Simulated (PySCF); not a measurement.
Below is a simulated gas-phase P 2p photoelectron spectrum of PAsAsAs tetrahedron, As3P.

Every computed line was given a Gaussian of 1.0 eV full width at half maximum and an area set by the number of equivalent atoms (split 2:1 within a doublet); the highest printed point is 100. Theory: delta-SCF UKS SCAN, pcX-2 on the ionised atom, pcseg-1 elsewhere, spin-free X2C (PySCF).

binding energy (eV), intensity and a bar:
```
    134.8          0 
    134.9          1 
    135.0          1 
    135.1          3 #
    135.2          5 #
    135.3          8 ##
    135.4         13 ####
    135.5         21 ######
    135.6         30 #########
    135.7         42 #############
    135.8         55 #################
    135.9         69 #####################
    136.0         81 ########################
    136.1         91 ###########################
    136.2         98 #############################
    136.3        100 ##############################
    136.4         98 #############################
    136.5         94 ############################
    136.6         87 ##########################
    136.7         81 ########################
    136.8         74 ######################
    136.9         69 #####################
    137.0         64 ###################
    137.1         59 ##################
    137.2         54 ################
    137.3         47 ##############
    137.4         41 ############
    137.5         33 ##########
    137.6         26 ########
    137.7         19 ######
    137.8         14 ####
    137.9          9 ###
    138.0          6 ##
    138.1          3 #
    138.2          2 #
    138.3          1 
    138.4          1 
    138.5          0 
    138.6          0
```

Q: How many maxima does the curve show, and how many computed lines lie under it?

A: The curve has 1 maximum (at 136.3 eV). Under it lie 2 lines from 1 inequivalent phosphorus site, drawn as a 2p3/2, 2p1/2 pair. At this width some lines have no maximum of their own.

Q: Decompose the envelope and assign each component. Bonds: P1–As2, P1–As3, P1–As4, As2–As3, As2–As4, As3–As4.

A: 
| position (eV) | relative area | line | atoms | environment |
| --- | --- | --- | --- | --- |
| 136.24 | 0.67 | P 2p3/2 | P1 | phosphorus bonded to 3 As |
| 137.13 | 0.33 | P 2p1/2 | P1 | phosphorus bonded to 3 As |

Q: What are the centre and the root-mean-square width of the whole band?

A: The area-weighted mean of the lines is 136.54 eV. Their own spread about it is 0.42 eV (rms) and each Gaussian has σ = 1.0/2.355 = 0.42 eV; the variances add, which gives 0.60 eV.

Shake-up satellites, vibrational structure and lifetime widths aren't simulated. The 2p values aren't plain energy differences: one relaxed spin-free 2p hole is combined with a matrix within the shell (ground-state 2p orbital-energy differences and spin–orbit coupling). 2p3/2, the mean of its two sublevels, lies a third of the splitting below the shell's mean and 2p1/2 two thirds above it; the statistical areas are 2:1. 2p1/2 minus 2p3/2 (ligand field included): P 0.89 eV. Isolated species at its PBE0-D3(BJ)/def2-SVP geometry, gas phase.
